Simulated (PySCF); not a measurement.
Series: cyclic III–V and III–VI dimers. Isolated molecules, 0 K electronic values unless said otherwise. Strings in code marks are SMILES.

The HOMO from two functionals at the same geometries (CAM-B3LYP-D3(BJ)/def2-SVP), both in PySCF: PBE-D3(BJ)/def2-TZVP and TPSSh-D3(BJ)/def2-TZVP. 

```csv
species,TPSSh-D3(BJ)/def2-TZVP (eV)
`[BH2-]1[OH+][BH2-][OH+]1`,-7.27
`[BH2-]1[SeH+][BH2-][SeH+]1`,-7.09
`[AlH2-]1[SH+][AlH2-][SH+]1`,-7.69
`[NH2+]1[GaH2-][NH2+][GaH2-]1`,-7.19
`[GaH2-]1[SeH+][GaH2-][SeH+]1`,-7.19
`[InH2-]1[SbH2+][InH2-][SbH2+]1`,-6.38
`[SeH+]1[InH2-][SeH+][InH2-]1`,-6.97
```

Problem. What does PBE-D3(BJ)/def2-TZVP give for each?

Solution. 
- `[BH2-]1[OH+][BH2-][OH+]1`: -6.50
- `[BH2-]1[SeH+][BH2-][SeH+]1`: -6.58
- `[AlH2-]1[SH+][AlH2-][SH+]1`: -7.02
- `[NH2+]1[GaH2-][NH2+][GaH2-]1`: -6.56
- `[GaH2-]1[SeH+][GaH2-][SeH+]1`: -6.64
- `[InH2-]1[SbH2+][InH2-][SbH2+]1`: -5.91
- `[SeH+]1[InH2-][SeH+][InH2-]1`: -6.46
Over these rows, drawn at random from the members with no instability flagged (it was tested for open shells, ions and some series alone), PBE minus TPSSh-D3(BJ): mean +0.59 eV, from +0.47 eV to +0.77 eV.
